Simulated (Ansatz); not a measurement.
`C=CN[SiH2]C`. Total charge 0; spin multiplicity 1. The structure was optimised at the PBE0-D4/def2-TZVP level. It is one conformer, not always the lowest.

```xyz
14

C     1.884    0.164   -2.182
C     1.415    0.322   -0.945
N     0.145    0.014   -0.497
Si   -0.527    0.465    1.035
C    -1.835   -0.771    1.513
H     2.909    0.417   -2.411
H     1.267   -0.222   -2.987
H     2.067    0.715   -0.169
H    -0.465   -0.354   -1.213
H    -1.135    1.829    1.020
H     0.611    0.492    1.992
H    -1.414   -1.774    1.607
H    -2.635   -0.802    0.768
H    -2.288   -0.495    2.468
```

Q: What is the dipole moment at B3LYP/def2-TZVPP? (Best estimate.)

A: The calculation gave: 1.58 D, with components (-1.37, -0.64, 0.46) D in this frame, pointing from negative to positive charge.

Q: And with PBE, r2SCAN, ωB97M-V? (Estimate.)

A: The calculation gave: PBE 1.65 D, r2SCAN 1.67 D, ωB97M-V 1.55 D.

Q: Give the Mulliken charges with B3LYP, r2SCAN, ωB97M-V in def2-TZVPP. (Estimate.)

A: The calculation gave: 
```
atom  B3LYP  r2SCAN  ωB97M-V
  C1  -0.29   -0.28    -0.28
  C2   0.02    0.07     0.04
  N3  -0.25   -0.29    -0.25
 Si4   0.42    0.44     0.35
  C5  -0.39   -0.30    -0.45
  H6   0.09    0.08     0.09
  H7   0.06    0.05     0.06
  H8   0.09    0.07     0.09
  H9   0.12    0.13     0.09
 H10  -0.10   -0.10    -0.05
 H11  -0.09   -0.09    -0.04
 H12   0.11    0.08     0.13
 H13   0.10    0.07     0.12
 H14   0.10    0.07     0.12
```

B3LYP here is the variant with VWN-RPA as its local correlation; programs differ in this.

All numbers were calculated with Ansatz.
